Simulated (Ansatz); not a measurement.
F₃OSi (SMILES [O][Si](F)(F)F), doublet, geometry from GFN2-xTB; CCSD(T)/STO-3G (Ansatz, a first-principles code).

Input for Ansatz:
Ansatz 0.2 input:
```yaml
crystal:
  periodic: [false, false, false]
  atoms:
    - {symbol: O, position_ang: [1.63806956, -0.17665341, 0.19951219]}
    - {symbol: Si, position_ang: [0.09099432, -0.00981305, 0.01108285]}
    - {symbol: F, position_ang: [-0.34921159, 1.48117889, -0.30939957]}
    - {symbol: F, position_ang: [-0.74988398, -0.42632996, 1.29131116]}
    - {symbol: F, position_ang: [-0.49851299, -0.88255894, -1.17649576]}
basis:
  gaussian:
    orbitals: STO-3G
magnetization: {spin_polarized: true, initial_magnetization: 1}
correlation: {method: ccsd_t, electrons: outside_noble_gas}
accuracy: high
```

What the program printed (banner, timings and long lists left out):

```
Functional definition: HF
599 factors; integrals over basis functions are off by at most 3.5e-8 eV
mean field evaluation 1: about -17782.0563 eV, gradient 2.0e1 eV
mean field evaluation 2: about -17782.1278 eV, gradient 2.0e1 eV
mean field evaluation 4: about -17785.4918 eV, gradient 1.0e0 eV
mean field evaluation 8: about -17785.5074 eV, gradient 2.6e-8 eV
mean field evaluation 16: about -17785.5074 eV, gradient 7.8e-5 eV
mean field evaluation 32: about -17785.5074 eV, gradient 7.0e-6 eV
mean field evaluation 64: about -17785.5074 eV, gradient 7.8e-4 eV
mean field evaluation 96: about -17782.8798 eV, gradient 3.8e-1 eV
mean field evaluation 128: about -17785.5014 eV, gradient 5.3e-1 eV
mean field -17785.50740973 eV, -653.6053418576 hartree, gradient 1.3e-8 eV, S^2 0.752976; 9 other end points of the search recorded, 0 dependent functions left out
determinant -17785.50740973 eV, -653.6053418576 hartree, with singles and doubles -17788.27206648 eV, -653.7069411193 hartree
determinant -17782.88069284 eV, -653.5088117923 hartree, with singles and doubles -17785.75564391 eV, -653.6144642954 hartree
9 core orbitals not correlated
reference -17785.50740973 eV, -653.6053418576 hartree; 16, 15 occupied and 4, 5 virtual orbitals, 599 factors
second order -2.28411228 eV of doubles, -0.00000000 eV of singles
cycle   1  -2.76483469 eV  change   -1.8e-4 eV  update   6.8e-4
cycle   2  -2.76512397 eV  change   -2.9e-4 eV  update   4.5e-4
cycle   3  -2.76516306 eV  change   -3.9e-5 eV  update   2.4e-4
cycle   4  -2.76523410 eV  change   -7.1e-5 eV  update   9.6e-5
cycle   5  -2.76535548 eV  change   -1.2e-4 eV  update   2.8e-5
cycle   6  -2.76537342 eV  change   -1.8e-5 eV  update   1.4e-5
cycle   7  -2.76536379 eV  change    9.6e-6 eV  update   6.3e-6
cycle   8  -2.76536079 eV  change    3.0e-6 eV  update   2.4e-6
cycle   9  -2.76536040 eV  change    3.9e-7 eV  update   1.1e-6
cycle  10  -2.76536070 eV  change   -3.0e-7 eV  update   4.1e-7
cycle  11  -2.76536074 eV  change   -3.2e-8 eV  update   2.2e-7
cycle  12  -2.76536074 eV  change   -4.4e-9 eV  update   9.4e-8
cycle  13  -2.76536071 eV  change    2.9e-8 eV  update   4.4e-8
cycle  14  -2.76536071 eV  change   -2.3e-9 eV  update   2.1e-8
cycle  15  -2.76536011 eV  change    6.1e-7 eV  update   9.1e-8
cycle  16  -2.76536005 eV  change    5.5e-8 eV  update   3.1e-8
cycle  17  -2.76536001 eV  change    4.8e-8 eV  update   1.3e-8
cycle  18  -2.76536000 eV  change    3.1e-9 eV  update   5.0e-9
cycle  19  -2.76536000 eV  change   -1.8e-9 eV  update   2.5e-9
perturbative correction -0.16543577 eV, -0.0060796522 hartree
Total energy: -17788.43820550 eV, -653.7130466156 hartree
```
